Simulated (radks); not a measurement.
Problem. Spin polarisation of the 5p3 shell in Sb. Start: [Kr] 4d10 5s2 5p(up 1.5, down 1.5); electrons of 5p are moved from spin down to spin up, other shells keep equal spins. Method: scalar-relativistic Kohn-Sham, BLYP, spin-polarised, spherical densities, finite nucleus; Fermi nuclear charge, rms radius of each element as measured or else 0.836 A^(1/3) + 0.57 fm; computed with a radial shooting solver on a logarithmic mesh with Libxc functionals. Estimate the energy gained and the exchange splitting at a moment of 3 Bohr magnetons.

Solution. At moment 3 the spin-polarisation energy is -1.088 eV and the 5p exchange splitting 1.414 eV, that is 0.471 eV per Bohr magneton; E = -I m^2/4 would give I = 0.483 eV.
